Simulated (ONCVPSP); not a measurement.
**Before and after: ONCV potential for zinc**

zinc (Zn), optimised norm-conserving Vanderbilt (ONCV), made with ONCVPSP 4.0.1 (PBE, scalar-relativistic). Core [Ne], reference 3s2 3p6 3d10 4s1 (charge +1). Waves: 3s+4s: rc 1.25 bohr, ncon 4, nbas 8, qcut 8 1/bohr, 2 projectors; 3p: rc 0.95 bohr, ncon 4, nbas 8, qcut 13.3 1/bohr, 1 projector; 3d: rc 0.95 bohr, ncon 4, nbas 9, qcut 15.9 1/bohr, local. Local part: the d channel. Core correction: Teter function, fcfact 3.75, rcfact 1.2.

All-electron outer shells of the reference configuration (PBE, scalar-relativistic, ld1.x):

```
shell  level (eV)  outermost node (bohr)  outermost maximum (bohr)
   2p    -1013.55                      –                      0.15
   3s     -138.90                   0.28                      0.59
   3p      -93.08                   0.25                      0.59
   3d      -19.76                      –                      0.57
   4s      -14.00                   0.84                      1.99
```

Change: d: rc 0.86.

Cutoffs: the cutoffs (Ha) at which the residual kinetic energy of the hardest occupied pseudo-wave falls to 1 and 0.1 mHa per electron; they do not see the model core or the augmentation charge, which bear on the density cutoff. Errors are all-electron minus pseudo energies relative to the spin-unpolarised reference configuration.

**Question.** Predict the effect on cutoff, ghosts and configuration errors.

**Answer.** The potential gets harder (103 Ha and 114 Ha → 111 Ha and 127 Ha); of the 4 tests that both files solve, the error grows in 0 and shrinks in 3 by more than 15 % and 0.3 meV (median size 14.1 → 10.4 meV); neither file shows a bound ghost. A smaller radius makes the pseudo-wave follow the all-electron one further in, where it bends more sharply, so more plane waves are needed. Less of the atom is replaced, so other configurations are described better.

| quantity | base | changed |
| --- | --- | --- |
| cutoff, loose | 103 Ha | 111 Ha |
| cutoff, tight | 114 Ha | 127 Ha |
| loose cutoff by channel | s 18 Ha, p 50 Ha, d 103 Ha | s 18 Ha, p 50 Ha, d 111 Ha |
| bound ghosts | none | none |
| GHOST(+) flags under 300 eV | none | s at 258.7 eV |
| error for 3s2 3p6 3d10 4s2, meV [ΔE -9.89 eV] | +1.9 | +1.2 |
| error for 3s2 3p6 3d10 4s0, meV [ΔE 18.44 eV] | -0.9 | -1.1 |
| error for 3s2 3p6 3d9 4s0, meV [ΔE 58.98 eV] | -26 | -20 |
| error for 3s2 3p6 3d9 4s2 4p1, meV [ΔE 2.36 eV] | -55 | -26 |
| s: phases at 1.27 bohr within 0.05 rad from the reference energy up to (Ha; the scan ends near 5) | to the end of the scan | to the end of the scan |
| p: phases at 0.96 bohr within 0.05 rad from the reference energy up to (Ha; the scan ends near 5) | to the end of the scan | to the end of the scan |
| rms error of d²Exc/dni dnj with the model core, mHa | 1.41 | 1.46 |
